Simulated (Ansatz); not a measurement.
`C#[C][GaH][CH3]`, charge 0, multiplicity 1.

Give a relaxed structure at PBE0-D4/def2-TZVP (Ansatz 0.2.0). (An estimate is asked.)

Ansatz gave: 
```xyz
9

C     0.285   -2.310    1.439
C     0.458   -1.220    0.942
Ga    0.714    0.512    0.143
C    -0.692    1.172   -1.049
H     0.135   -3.270    1.878
H     2.034    1.273    0.498
H    -1.657    1.142   -0.537
H    -0.505    2.188   -1.396
H    -0.772    0.513   -1.917
```
Point group Cs.
This is one stationary point; other conformers may exist.
